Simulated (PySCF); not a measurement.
What does the GFN2-xTB structure of `C#CCC[Si@H](C)O` look like in three dimensions?

```xyz
17
C5H10OSi angstrom
C      2.6549    0.8928    0.5145
C      1.8681    0.5893   -0.3361
C      0.9056    0.1882   -1.3403
C      0.1001   -1.0437   -0.9039
Si    -0.9268   -0.7717    0.6875
C     -2.0997    0.7021    0.4171
O      0.0513   -0.5357    1.9677
H      3.3624    1.1736    1.2365
H      1.4492   -0.0267   -2.2668
H      0.2290    1.0253   -1.5355
H     -0.5509   -1.3298   -1.7302
H      0.7905   -1.8750   -0.7507
H     -1.6485   -1.9878    1.0533
H     -2.7799    0.8041    1.2569
H     -2.7035    0.5826   -0.4771
H     -1.5587    1.6412    0.3272
H      0.8498   -0.0165    1.8700
```

Any rigid rotation of these coordinates is as good. Atoms count from 1 in this order. Si5 (oxygen-bound silicon) is distorted tetrahedral (angles from 102.7° to 112.1°). The 3 C–C bonds span 1.198 Å (C1≡C2, drawn triple) to 1.535 Å (C3–C4, drawn single), a spread of 0.337 Å. Of the pairs four or more bonds apart, C1···H17 is among the closest relative to their van der Waals radii: 2.43 Å, 84 % of the sum of Bondi's values.

Bonds between heavy atoms (Å): C1≡C2 1.198, C2–C3 1.448, C3–C4 1.535, C4–Si5 1.913, Si5–C6 1.903, Si5–O7 1.628.

Computed geometry: GFN2-xTB, gas phase.

Point group: C1 (no symmetry element, even within 0.4 Å). No GFN2-xTB frequencies stand behind this structure, so it isn't proved a minimum. One conformer, not necessarily the lowest (C2–C3–C4–Si5 61°, C3–C4–Si5–C6 57°, C4–Si5–O7–H 39°).
